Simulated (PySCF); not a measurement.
M06 on Ta⁻ (tantalum, charge -1), [Xe] 4f14 5d4 6s2, high-spin 5D determinant. Computed with PySCF 2.14 in def2-QZVPPD with the def2 core potential (60 electrons) (7s6p4d3f2g, 84 functions), with scalar relativity through the core potential.

```
cycle= 1 E= -56.8098706419417  delta_E= -0.0246  |g|= 0.0449  |ddm|= 1.81
cycle= 2 E= -56.8101304819355  delta_E= -0.00026  |g|= 0.0367  |ddm|= 0.277
cycle= 3 E= -56.8111469198067  delta_E= -0.00102  |g|= 0.0149  |ddm|= 0.154
cycle= 4 E= -56.8113140129422  delta_E= -0.000167  |g|= 0.00163  |ddm|= 0.0364
cycle= 5 E= -56.8113163930732  delta_E= -2.38e-06  |g|= 0.000335  |ddm|= 0.00821
cycle= 6 E= -56.8113165126979  delta_E= -1.2e-07  |g|= 0.000117  |ddm|= 0.00315
cycle= 7 E= -56.8113165289354  delta_E= -1.62e-08  |g|= 4.41e-05  |ddm|= 0.000736
cycle= 8 E= -56.8113165323868  delta_E= -3.45e-09  |g|= 8.5e-06  |ddm|= 0.00042
cycle= 9 E= -56.8113165326993  delta_E= -3.12e-10  |g|= 2.98e-06  |ddm|= 0.000175
converged SCF energy = -56.8113165326993  <S^2> = 6.003977  2S+1 = 5.0015905
```

Highest occupied orbital energy: 1.841 eV; ⟨L²⟩ = 6.03; populations by l: s 4.00, p 6.00, d 4.00, f 0.00.

(1) Can this result be used?

Answers

(1) With care. The calculation finished and met its thresholds. Energies and moments cover only the electrons outside the core potential. Spin-orbit coupling, absent here, splits the open shell strongly. At M06 the highest occupied level has a positive energy, so only the finite basis holds that electron; in a semilocal or global hybrid functional this comes from self-interaction and does not mean that the real anion is unbound.
